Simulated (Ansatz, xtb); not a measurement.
## Ranking isomers of C3H11GeN

5 gas-phase structures of C3H11GeN, from a drawn sample of its isomers (lower ones may exist). Each was relaxed with GFN2-xTB; where two conformers were screened, the lower at r2SCAN-D4/def2-SVP is listed:

A. `C[C@@H]([GeH3])CN`, a singlet
B. `CC[C@@H](N)[GeH3]`, a singlet
C. `C[C](C)(N)[GeH3]`, a singlet
D. `C[C@@H](N)[CH2][GeH3]`, a singlet
E. `NCC[CH2][GeH3]`, a singlet

Question: Estimate their order in r2SCAN-D4/def2-SVP energy at these geometries, lowest first.

Answer: Calculated order at r2SCAN-D4/def2-SVP: D (0.0), C (5.3), E (9.0), A (12.3), B (13.8) kJ/mol. Less than 1 kcal/mol parts C and E; E and A; A and B, so the order within those pairs means little.

Energies above the lowest of each column, in kJ/mol; the last columns are at B3LYP-D3(BJ)/def2-SVP geometries:

```csv
structure,GFN2-xTB,HF/STO-3G,r2SCAN-D4/def2-SVP,B3LYP-D3(BJ)/def2-SVP,CCSD(T)/def2-SVP + ΔMP2/def2-TZVPP
D,0.0,0.0,0.0,0.0,0.0
C,0.4,18.3,5.3,3.9,4.6
E,13.4,4.1,9.0,7.7,11.0
A,0.0,16.7,12.3,4.6,8.2
B,8.9,15.5,13.8,10.6,16.6
```

Every level run on D puts it lowest or level with the lowest. CCSD(T)/def2-SVP + ΔMP2/def2-TZVPP orders those it was run on as D (0.0), C (4.6), A (8.2), E (11.0), B (16.6) kJ/mol. Less than 1 kcal/mol parts C and A; A and E, so the order within those pairs means little. Flexible structures stand in one conformer each, not always the lowest. ΔMP2 is the change of the MP2 energy from the smaller to the larger basis.

Over these structures GFN2-xTB departs from r2SCAN-D4/def2-SVP by 4.6 kJ/mol on average once a common shift is removed. A GFN2-xTB relaxation took about 0.07 s and the r2SCAN-D4/def2-SVP energy about 1.6 s on a shared host (Ansatz 0.2.0, xtb 6.7.1).
